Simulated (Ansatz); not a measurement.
Basis sets compared for Sn2F4. The state is a singlet with charge 0. Geometry PBE0-D4/def2-SVP. Ansatz on 4 threads of AMD EPYC 9R45 on a shared host; times are rough, and most runs start from earlier orbitals.

```
atom    x (Å)    y (Å)    z (Å)
 Sn1   0.4778   1.6501   0.0611
 Sn2  -0.4779  -1.6639  -0.0707
  F3  -1.1376   0.3393  -0.4773
  F4   1.1263  -0.3525   0.4943
  F5  -0.2619   1.7633   1.8659
  F6   0.2732  -1.7363  -1.8733
```

In the def2 sets Sn takes a core potential; there is no spin–orbit coupling. The structure comes from a short search, and lower isomers may exist.

Binding counts from free atoms (Sn triplet, F doublet) in the same basis, without a counterpoise term.

| level | functions | energy (Eh) | HOMO (eV) | LUMO (eV) | binding per atom (eV) | wall time |
| --- | --- | --- | --- | --- | --- | --- |
| PBE-D4/def2-SVP | 108 | -827.5045 | -6.84 | -2.55 | 3.89 | 0.35 s |
| PBE-D4/def2-TZVP | 224 | -828.0363 | -7.13 | -2.80 | 3.91 | 0.7 s |
| r2SCAN-D4/def2-TZVP (with forces) | 224 | -828.4061 | -7.46 | -2.63 | 3.78 | 1.4 s |
| PBE0-D4/def2-SVP | 108 | -827.5048 | -8.07 | -1.85 | 3.63 | 0.55 s |
| PBE0-D4/def2-TZVP | 224 | -828.0306 | -8.30 | -2.09 | 3.67 | 1.3 s |

Q: Estimate the rows for PBE-D4/def2-TZVPD, r2SCAN-D4/def2-TZVPD, PBE0-D4/def2-TZVPD.

A: 
```tsv
level	functions	energy (Eh)	HOMO (eV)	LUMO (eV)	binding per atom (eV)	wall time
PBE-D4/def2-TZVPD	272	-828.0418	-7.19	-2.87	3.90	1.1 s
r2SCAN-D4/def2-TZVPD	272	-828.4111	-7.49	-2.66	3.79	1.7 s
PBE0-D4/def2-TZVPD	272	-828.0355	-8.33	-2.15	3.67	1.8 s
```
